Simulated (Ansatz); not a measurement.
A run on `C#C[SiH2][AlH2]` with other settings.

```yaml
crystal:
  periodic: [false, false, false]
  atoms:
    - {symbol: C, position_ang: [0.181434, 1.094866, -2.179652]}
    - {symbol: C, position_ang: [0.484255, 0.821759, -1.042503]}
    - {symbol: Si, position_ang: [0.810966, 0.304150, 0.684604]}
    - {symbol: Al, position_ang: [-1.023074, -1.280783, 1.083037]}
    - {symbol: H, position_ang: [-0.068945, 1.350428, -3.183866]}
    - {symbol: H, position_ang: [0.793184, 1.519246, 1.544059]}
    - {symbol: H, position_ang: [2.177548, -0.282748, 0.742464]}
    - {symbol: H, position_ang: [-0.845277, -2.813869, 0.710882]}
    - {symbol: H, position_ang: [-2.421593, -0.759351, 1.623976]}
basis:
  gaussian: {orbitals: def2-TZVP}
hamiltonian: {xc: {name: RPBE}, dispersion: d3bjatm}
output: {forces: true}
```

```sh
$ ansatz run in.yaml --threads 2 --pin off --events-out ev --progress --plain --max-ram 4352MiB
```

Output, abridged:

```
Functional definition: RPBE
1091 factors; their error is unknown
mean field evaluation 1: about -16619.4368 eV, gradient 5.5e1 eV
mean field evaluation 2: about -16564.1060 eV, gradient 1.2e2 eV
mean field evaluation 4: about -16625.5828 eV, gradient 2.9e1 eV
mean field evaluation 8: about -16627.7434 eV, gradient 2.8e-1 eV
mean field evaluation 16: about -16627.7255 eV, gradient 4.0e-4 eV
mean field -16627.72553952 eV, -611.0576429002 hartree, gradient 4.1e-5 eV, S^2 0.000000; 0 other end points of the search recorded, 0 dependent functions left out
reference -16627.72559091 eV, -611.0576447889 hartree; 22, 22 occupied and 144, 144 virtual orbitals, 1091 factors
Total energy: -16628.91253910 eV, -611.1012643302 hartree
Atom 0 at     0.181434     1.094866    -2.179652 Å, force    -0.307544     0.250462    -1.088136 eV/Å
Atom 1 at     0.484255     0.821759    -1.042503 Å, force     0.305731    -0.317084     1.237429 eV/Å
Atom 2 at     0.810966     0.304150     0.684604 Å, force    -0.166205    -0.124480    -0.004314 eV/Å
Atom 3 at    -1.023074    -1.280783     1.083037 Å, force     0.186452     0.166412    -0.054217 eV/Å
Atom 4 at    -0.068945     1.350428    -3.183866 Å, force    -0.049908     0.056264    -0.215812 eV/Å
Atom 5 at     0.793184     1.519246     1.544059 Å, force    -0.000658     0.148778     0.108034 eV/Å
Atom 6 at     2.177548    -0.282748     0.742464 Å, force     0.169035    -0.072479     0.009626 eV/Å
Atom 7 at    -0.845277    -2.813869     0.710882 Å, force     0.018455    -0.166977    -0.046588 eV/Å
Atom 8 at    -2.421593    -0.759351     1.623976 Å, force    -0.155359     0.059103     0.053979 eV/Å
Dipole moment:    -0.043185    -0.029137    -0.008919 e Å
```

Hardware: 2 threads of an Arm Neoverse N1 on a shared host. Wall time 4.4 s, peak host memory 0.18 GiB.
